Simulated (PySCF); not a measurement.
**Fractional electron number in Cs (caesium, neutral)**

The 6s alpha orbital of [Xe] 6s1 is emptied in steps (occupation f), with all orbitals relaxed, ending at [Xe]. Computed with PySCF 2.14 in def2-TZVP with the def2 core potential (46 electrons) (5s3p3d, 29 functions), with a scalar-relativistic core potential. The exact energy is a straight line in f; departures are measured from the line between the end points of the same method.

```
   f  UHF (eV)  LDA (eV)  PBE (eV)  PBE0 (eV)  r2SCAN (eV)  LC-wPBE (eV)  BHandHLYP (eV)  wB97X (eV)  r2SCAN0 (eV)  B3LYP (eV)
   1     0.000     0.000     0.000      0.000        0.000         0.000           0.000       0.000         0.000       0.000
0.75     0.003    -0.318    -0.323     -0.232       -0.270         0.020          -0.166       0.007        -0.203      -0.263
 0.5     0.004    -0.417    -0.435     -0.311       -0.340         0.025          -0.222       0.014        -0.255      -0.350
0.25     0.003    -0.303    -0.329     -0.234       -0.231         0.017          -0.165       0.013        -0.172      -0.260
   0     0.000     0.000     0.000      0.000        0.000         0.000           0.000       0.000         0.000       0.000
```

Problem. For PBE, how does the orbital energy at f = 1 compare with the removal energy?

Solution. −ε = 2.274 eV against a total-energy difference of 3.977 eV. By Janak's theorem ε = ∂E/∂f, so the gap between them reflects the curvature. Along the path −ε is 3.103 (f = 0.75), 3.958 (f = 0.5), 4.854 (f = 0.25) eV.

```csv
method,E(f=0) − E(f=1) (eV),−ε at f=1 (eV),−ε at f=0.5 (eV)
UHF,3.492,3.507,3.492
LDA,4.108,2.405,4.143
PBE,3.977,2.274,3.958
PBE0,3.900,2.668,3.893
r2SCAN,3.784,2.314,3.878
LC-wPBE,3.714,3.821,3.706
BHandHLYP,3.829,2.941,3.831
wB97X,3.592,3.615,3.611
r2SCAN0,3.812,2.703,3.883
B3LYP,4.006,2.603,4.016
```

Reference removal energy between the ground levels: 3.894 eV (measured; NIST Atomic Spectra Database, ionization energies). UHF lacks correlation.
